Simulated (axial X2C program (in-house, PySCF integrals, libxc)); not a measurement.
CsP: from the spin-free to the two-component result

Computed with an in-house all-electron X2C program for linear molecules (integrals from PySCF). Spin-free means the one-electron spin-free X2C Hamiltonian; two-component (2c) means X2C with spin–orbit coupling and atomic mean-field two-electron Coulomb and Gaunt terms, so the difference of the two also holds small scalar two-electron terms. Basis: Cs dyall-cv3z [15s15p9d4f1g], P dyall-v3z [8s7p2d1f] (cores contracted in-house); Gaussian nuclei, density fitting, unrestricted open shells. Masses: Cs 132.905 u, P 30.974 u.

Spin-free state: M_S = 1, Λ = 0 (beyond evenly filled blocks: π+α, π-α); fragments Cs + P.

```csv
level,Re (Å),ωe (cm⁻¹),De (eV),μ (D)
PBE0,3.270,167.3,1.425,-9.94
HF,3.403,158.1,0.364,-12.18
CCSD,3.315,167.3,1.066,n/a
CCSD(T),3.308,167.4,1.090,n/a
TPSS,3.290,163.7,1.626,-9.45
```

Correlated methods: 14 electrons correlated (number of frozen shells: Cs 4 s, 3 p, 2 d; P 2 s, 1 p), 266 virtual spin orbitals or spinors in MP2, 90 natural virtuals in coupled cluster.

Dipoles are positive if P is the positive end.

Two-component determinant lowest at the distance of the search:

Ω = 1 (⟨Sz⟩ = 1.00, ⟨Lz⟩ = 0.00 at HF); fragments Cs + P.

```json
{"level": "PBE0", "Re (Å)": "3.269", "ωe (cm⁻¹)": "167.5", "De (eV)": "1.425", "μ (D)": "-9.91"}
{"level": "HF", "Re (Å)": "3.402", "ωe (cm⁻¹)": "158.2", "De (eV)": "0.364", "μ (D)": "-12.16"}
{"level": "CCSD", "Re (Å)": "3.314", "ωe (cm⁻¹)": "167.4", "De (eV)": "1.066", "μ (D)": "n/a"}
{"level": "CCSD(T)", "Re (Å)": "3.308", "ωe (cm⁻¹)": "167.5", "De (eV)": "1.090", "μ (D)": "n/a"}
{"level": "TPSS", "Re (Å)": "3.289", "ωe (cm⁻¹)": "163.8", "De (eV)": "1.627", "μ (D)": "-9.43"}
```

(1) From the two tables, how do the constants change at the CCSD(T) level (2c against spin-free)?

One determinant describes the state; a PBE0 search over occupations chose it and may have missed a lower one. Dissociation energies refer to the lowest single-determinant-based atoms at the same level and basis. Density functionals use the spin component along the axis (collinear). CCSD and (T) use frozen natural virtuals with an MP2 correction for the truncation; (T) itself is uncorrected, so its De runs slightly low. Other states lie close and PBE0, whose exact exchange favours high spin, may order them wrongly; the determinant shown need not be the ground state. The nearest other spin-free determinant of the search, M_S = 1, Λ = 1, lies 0.32 eV up at the distance of the search. With several unpaired electrons one determinant need not be a pure state. Open-shell Ω = 0 determinants with evenly filled partner blocks cannot be reached by this program, so the Ω shown need not be the lowest component. This is the Ω = 1 component of a π² triplet; the 0⁺ component is not one determinant and can lie lowest. The stretched end of a curve changes character and is left out.

## Answers

(1) At the CCSD(T) level Re is unchanged to within 0.001 Å and ωe stays the same within 0.2 cm⁻¹; De changes by 0.000 eV.
